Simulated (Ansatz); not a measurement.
Coupled-cluster diagnostics for CrNF3, Ansatz.

Geometry of the singlet (PBE0-D4/def2-SVP):

```xyz
5

Cr   -0.0041    0.0124    0.0064
N     0.4162   -1.2464   -0.6432
F     0.3166    1.2429   -1.1054
F     0.9245    0.1474    1.4109
F    -1.6531   -0.1562    0.3313
```

Correlated methods freeze 9 core orbitals; core or outer-core shells of Cr are correlated, in sets that lack core-valence functions.

(1) Estimate the CCSD(T) correlation energy, the shares of MP2 and (T), T1 and the reference's ⟨S²⟩ for: charge 0, singlet, own geometry in def2-TZVPP; and the rough time on 4 threads of Arm Neoverse V2 on a shared host.

## Answers

(1) 
| state | basis | correlation (eV) | MP2 share (%) | (T) share (%) | T1 | ⟨S²⟩ (pure) | wall time | remarks |
| --- | --- | --- | --- | --- | --- | --- | --- | --- |
| charge 0, singlet, own geometry | def2-TZVPP | -46.990 | 106.9 | 5.8 | 0.029 | 0.00 (0.00) | 47 s | flagged by the program, restricted SCF unstable |
Customary marks for T1 are 0.02 (closed shells), 0.045 (open shells) and about 0.05 (3d metals). T1 exceeds 0.02 in 1 of 1 rows and 0.045 in 0; the higher it lies, the less the single-reference result can be trusted.
